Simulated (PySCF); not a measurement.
Bond length, frequency and bond energy of GeS by level of theory

State: ¹Σ⁺ (singlet), closed shell. Set-up: Ge pcseg-1, S pcseg-1; no relativity (PySCF 2.14). De refers to Ge + S in their high-spin ground configurations, without counterpoise correction. A positive dipole means Ge(−)S(+).

| Level | Re (Å) | ωe (cm⁻¹) | De (eV) | μ (D) |
| --- | --- | --- | --- | --- |
| RHF | 2.005 | 627 | 3.12 | -2.78 |
| RHF-MP2 | 2.041 | 573 | 5.26 | n/a |
| RHF-SCS-MP2 | 2.041 | 575 | 5.10 | n/a |
| RHF-CCSD | 2.036 | 583 | 4.82 | n/a |
| RHF-CCSD(T) | 2.050 | 558 | 5.08 | n/a |
| PBE | 2.052 | 551 | 5.87 | -2.17 |
| r²SCAN | 2.031 | 576 | 5.68 | -2.12 |
| B3LYP | 2.042 | 566 | 5.49 | -2.32 |
| PBE0 | 2.026 | 587 | 5.51 | -2.31 |
| r²SCAN0 | 2.015 | 600 | 5.36 | -2.26 |
| MN15 | 2.009 | 602 | 5.64 | -2.11 |

(1) What are the measured Re and ωe, and which levels come closest?

```
      Level  error in Re (pm)  error in ωe (%)
        RHF              -0.7              9.0
    RHF-MP2               2.9             -0.5
RHF-SCS-MP2               2.9             -0.2
   RHF-CCSD               2.4              1.2
RHF-CCSD(T)               3.8             -3.1
        PBE               4.0             -4.2
     r²SCAN               1.9              0.1
      B3LYP               3.0             -1.6
       PBE0               1.4              1.9
    r²SCAN0               0.3              4.1
       MN15              -0.3              4.5
```

Correlated steps freeze 14 core orbitals. Correlated levels converge slowly with the basis: in double zeta they bind strong bonds too weakly, by up to about 1 eV, and carry superposition errors of some tenths. Where the molecule has an RHF reference, its open-shell atoms are computed with UHF. The CCSD T1 diagnostic is raised, a sign that a single reference may not be enough here.

Results:

(1) Re = 2.012086 Å and ωe = 575.8 cm⁻¹ (Huber and Herzberg, Constants of Diatomic Molecules (1979)). Closest are r²SCAN0 for the length (off by 0.003 Å) and r²SCAN for the frequency (off by 0.1 %).
